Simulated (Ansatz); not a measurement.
A structure relaxed at PBE0-D4/def2-TZVP, charge 0, multiplicity 1:

```tsv
atom	x (Å)	y (Å)	z (Å)
B1	0.856	-0.945	-0.961
C2	0.115	0.141	-0.171
C3	-1.359	0.404	-0.295
C4	0.732	0.272	1.187
O5	0.886	1.286	0.247
H6	0.258	-1.894	-1.379
H7	2.042	-0.874	-1.084
H8	-1.584	0.870	-1.258
H9	-1.706	1.075	0.493
H10	-1.921	-0.531	-0.238
H11	0.043	0.467	2.008
H12	1.637	-0.271	1.452
```

Task: Give its formula and SMILES.

Result: C3H7BO, `BC1(C)CO1`.

Task: Summarise the bond lengths by kind.

Result: 1 × B–C 1.534 Å; 2 × B–H 1.194 to 1.197 Å; 2 × C–C 1.497 to 1.502 Å; 2 × C–O 1.392 to 1.443 Å; 5 × C–H 1.088 to 1.093 Å.

All numbers were calculated with Ansatz.
